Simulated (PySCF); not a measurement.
Radial density of Li (lithium, neutral)

B3LYP, [He] 2s1, 2S determinant. Calculation: PySCF 2.14, in x2c-TZVPall (5s3p, 14 functions); the spin-free X2C one-electron Hamiltonian (Gaussian nucleus).

| r (bohr) | 4πr²ρ (e/bohr) | 4πr²(ρα − ρβ) |
| --- | --- | --- |
| 0.00962 | 0.01556 | 0.0003 |
| 0.0162 | 0.04207 | 0.0008 |
| 0.0272 | 0.1112 | 0.0021 |
| 0.0458 | 0.2808 | 0.0053 |
| 0.0770 | 0.6586 | 0.0122 |
| 0.130 | 1.364 | 0.0248 |
| 0.218 | 2.304 | 0.0396 |
| 0.366 | 2.814 | 0.0401 |
| 0.616 | 2.059 | 0.0111 |
| 1.04 | 0.7007 | 0.0071 |
| 1.74 | 0.2004 | 0.1352 |
| 2.93 | 0.2822 | 0.2814 |
| 4.93 | 0.1463 | 0.1463 |
| 8.30 | 0.01205 | 0.0120 |
| 14.0 | 2.030e-05 | 0.0000 |

Densities and radii are taken from the X2C orbitals without a picture-change correction, which distorts them close to the nucleus.
